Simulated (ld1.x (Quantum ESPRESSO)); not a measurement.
**manganese: one change to a PAW potential, before and after**

Mn (Z = 25), PAW, made with ld1.x (Quantum ESPRESSO) 7.5 (Wu–Cohen, non-relativistic). Core [Ne], reference 3s2 3p6 3d5 4s1 4p0 (charge +1). Waves: 3s (bound): rcut 1.20, rcutus 1.50 bohr; 4s (bound): rcut 1.20, rcutus 1.50 bohr; 3p (bound): rcut 1.25, rcutus 1.50 bohr; 4p (bound, empty): rcut 1.25, rcutus 1.50 bohr; 3d (bound): rcut 1.55, rcutus 2.10 bohr; 3d channel at -0.65 Ry: rcut 1.55, rcutus 2.10 bohr; 4f channel at 0.35 Ry: rcut 1.50, rcutus 1.65 bohr; 4f channel at 2.85 Ry: rcut 1.50, rcutus 1.65 bohr. Local part: all-electron potential smoothed inside 2.05 bohr (lloc = -1). Core correction: a·sin(br)/r model core inside 1.35 bohr. Augmentation charge: PSQ, inside the norm-conserving radii.

Change: local potential all-electron potential smoothed inside 1.40 bohr (lloc = -2).

Cutoffs: the cutoffs (Ry, on a coarse ladder) from which the occupation-weighted sum of valence levels, in a spherical-Bessel basis at the reference potential, stays within 10 and 1 mRy of its value at 400 Ry; they do not see the model core or the augmentation charge, which bear on the density cutoff. Errors are all-electron minus pseudo energies relative to the spin-unpolarised reference configuration.

Task: Predict the effect on cutoff, ghosts and configuration errors.

Result: The potential gets neither clearly harder nor softer (40 Ry and 70 Ry → 40 Ry and 70 Ry); the number of tests that count goes from 6 to 7; the errors of the 6 common tests hardly move; neither file shows a bound ghost at the reference potential, the only one tested.

```tsv
quantity	base	changed
cutoff, loose	40 Ry	40 Ry
cutoff, tight	70 Ry	70 Ry
bound ghosts	none	none
tests counted (converged, no solver errors)	6 of 7	7 of 7
error for 3s2 3p6 3d5 4s2 4p0, meV [ΔE -8.33 eV]	-0.4	-0.4
error for 3s2 3p6 3d5 4s0 4p0, meV [ΔE 15.29 eV]	-0.9	-0.9
error for 3s2 3p6 3d5 4s0 4p2, meV [ΔE -0.56 eV]	0.0	0.0
error for 3s2 3p6 3d6 4s0 4p0, meV [ΔE -1.99 eV]	-12	-12
error for 3s2 3p6 3d5 4s1.5 4p0, meV [ΔE -5.00 eV]	-0.1	-0.1
error for 3s2 3p6 3d6 4s1 4p0, meV [ΔE -8.96 eV]	-4.2	-4.4
s: phases at 2.31 bohr within 0.05 rad from the reference energy up to (Ry; the scan ends near 5)	to the end of the scan	to the end of the scan
p: phases at 2.31 bohr within 0.05 rad from the reference energy up to (Ry; the scan ends near 5)	to the end of the scan	to the end of the scan
d: phases at 2.31 bohr within 0.05 rad from the reference energy up to (Ry; the scan ends near 5)	1.7	1.8
f: phases at 2.31 bohr within 0.05 rad from the reference energy up to (Ry; the scan ends near 5)	to the end of the scan	to the end of the scan
lowest overlap eigenvalue by channel	s 0.12, p 0.12, d 0.97, f 0.96	s 0.10, p 0.11, d 0.98, f 0.97
```

Base: Tests not counted: 3s2 3p6 3d4 4s0 4p0 (solver errors, printed error -1758 eV).
